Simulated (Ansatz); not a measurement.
Computed with PBE0-D4/def2-TZVP in Ansatz (a first-principles code). No frequencies were computed at this level.

Ansatz 0.2 input:
```yaml
crystal:
  periodic: [false, false, false]
  atoms:
    - { symbol: C, position_ang: [1.505328, -0.133209, 0.103174] }
    - { symbol: S, position_ang: [0.121398, -1.092374, 0.351582] }
    - { symbol: C, position_ang: [-1.189869, 0.121369, 0.009847] }
    - { symbol: H, position_ang: [2.44393, -0.612732, 0.292072] }
    - { symbol: H, position_ang: [1.45194, 0.677774, -0.596531] }
    - { symbol: H, position_ang: [-1.088132, 0.956375, 0.69652] }
    - { symbol: H, position_ang: [-1.10437, 0.461395, -1.017873] }
    - { symbol: H, position_ang: [-2.140224, -0.378598, 0.16121] }
basis:
  gaussian: { orbitals: def2-tzvp }
hamiltonian:
  xc: pbe0
  dispersion: d4
relax:
  max_steps: 150
magnetization:
  spin_polarized: true
  initial_magnetization: 1
```

Output:

```
Functional definition: PBE0
851 factors; their error is unknown
mean field evaluation 1: about -12975.9210 eV, gradient 4.2e1 eV
mean field evaluation 2: about -12969.3965 eV, gradient 5.3e1 eV
mean field evaluation 4: about -12984.0536 eV, gradient 3.3e0 eV
mean field evaluation 8: about -12984.1147 eV, gradient 1.7e-1 eV
mean field evaluation 16: about -12984.1290 eV, gradient 1.6e-4 eV
mean field -12984.12902595 eV, -477.1579407447 hartree, gradient 6.5e-5 eV, S^2 0.756894; 0 other end points of the search recorded, 0 dependent functions left out
reference -12984.12905136 eV, -477.1579416786 hartree; 17, 16 occupied and 112, 113 virtual orbitals, 851 factors
relax step   1: F+E_penalty+E_count = -12984.23416559 eV  Δ(F+E_penalty+E_count) = +0.000e0 eV  max|allowed force component| = 5.177e-1 eV/Å  Δτ_max = 0.0000 Å  (30 SCF iters, accepted)
these checks for a lower state are left out or cut short: starts, cluster_reference, orbital_swaps, neighbouring_geometries, increment
851 factors; their error is unknown
mean field -12984.14725324 eV, -477.1586105853 hartree, gradient 1.7e-5 eV, S^2 0.756950; 0 other end points of the search recorded, 0 dependent functions left out
reference -12984.14727863 eV, -477.1586115186 hartree; 17, 16 occupied and 112, 113 virtual orbitals, 851 factors
relax step   2: F+E_penalty+E_count = -12984.25230443 eV  Δ(F+E_penalty+E_count) = -1.814e-2 eV  max|allowed force component| = 3.165e-1 eV/Å  Δτ_max = 0.0620 Å  (33 SCF iters, accepted)
these checks for a lower state are left out or cut short: starts, cluster_reference, orbital_swaps, neighbouring_geometries, increment
851 factors; their error is unknown
mean field evaluation 32: about -12984.1520 eV, gradient 1.3e-5 eV
mean field -12984.15204122 eV, -477.1587865404 hartree, gradient 1.3e-5 eV, S^2 0.756954; 0 other end points of the search recorded, 0 dependent functions left out
reference -12984.15206667 eV, -477.1587874757 hartree; 17, 16 occupied and 112, 113 virtual orbitals, 851 factors
relax step   3: F+E_penalty+E_count = -12984.25721418 eV  Δ(F+E_penalty+E_count) = -4.910e-3 eV  max|allowed force component| = 1.293e-1 eV/Å  Δτ_max = 0.0441 Å  (34 SCF iters, accepted)
these checks for a lower state are left out or cut short: starts, cluster_reference, orbital_swaps, neighbouring_geometries, increment
851 factors; their error is unknown
mean field -12984.15268496 eV, -477.1588101975 hartree, gradient 1.4e-5 eV, S^2 0.756924; 0 other end points of the search recorded, 0 dependent functions left out
reference -12984.15271047 eV, -477.1588111349 hartree; 17, 16 occupied and 112, 113 virtual orbitals, 851 factors
relax step   4: F+E_penalty+E_count = -12984.25778660 eV  Δ(F+E_penalty+E_count) = -5.724e-4 eV  max|allowed force component| = 1.071e-1 eV/Å  Δτ_max = 0.0565 Å  (34 SCF iters, accepted)
these checks for a lower state are left out or cut short: starts, cluster_reference, orbital_swaps, neighbouring_geometries, increment
851 factors; their error is unknown
mean field -12984.15310540 eV, -477.1588256483 hartree, gradient 1.3e-5 eV, S^2 0.756927; 0 other end points of the search recorded, 0 dependent functions left out
reference -12984.15313088 eV, -477.1588265849 hartree; 17, 16 occupied and 112, 113 virtual orbitals, 851 factors
relax step   5: F+E_penalty+E_count = -12984.25824071 eV  Δ(F+E_penalty+E_count) = -4.541e-4 eV  max|allowed force component| = 9.324e-3 eV/Å  Δτ_max = 0.0115 Å  (35 SCF iters, accepted)
851 factors; their error is unknown
mean field evaluation 64: about -12984.1531 eV, gradient 1.3e-4 eV
mean field -12984.15310540 eV, -477.1588256483 hartree, gradient 2.0e-5 eV, S^2 0.756927; 1 other end points of the search recorded, 0 dependent functions left out
reference -12984.15313088 eV, -477.1588265849 hartree; 17, 16 occupied and 112, 113 virtual orbitals, 851 factors
Total energy: -12984.25826620 eV, -477.1626902364 hartree
Atom 0 at     1.509098    -0.179985     0.046619 Å, force    -0.007590     0.000403     0.000563 eV/Å
Atom 1 at     0.109821    -1.069326     0.399690 Å, force     0.003639     0.009324    -0.002877 eV/Å
Atom 2 at    -1.179451     0.114168     0.004482 Å, force    -0.004745    -0.008509    -0.000562 eV/Å
Atom 3 at     2.460077    -0.657163     0.230215 Å, force     0.004405    -0.004666     0.001071 eV/Å
Atom 4 at     1.457537     0.770118    -0.465300 Å, force    -0.002964    -0.000299     0.000986 eV/Å
Atom 5 at    -1.102129     0.992698     0.646032 Å, force     0.003508     0.000165    -0.006420 eV/Å
Atom 6 at    -1.119853     0.407954    -1.044460 Å, force     0.003030     0.004216     0.005729 eV/Å
Atom 7 at    -2.135098    -0.378465     0.182724 Å, force     0.000716    -0.000634     0.001510 eV/Å
Dipole moment:    -0.183919     0.216466    -0.099378 e Å
```

Cost: roughly 20 core-seconds.
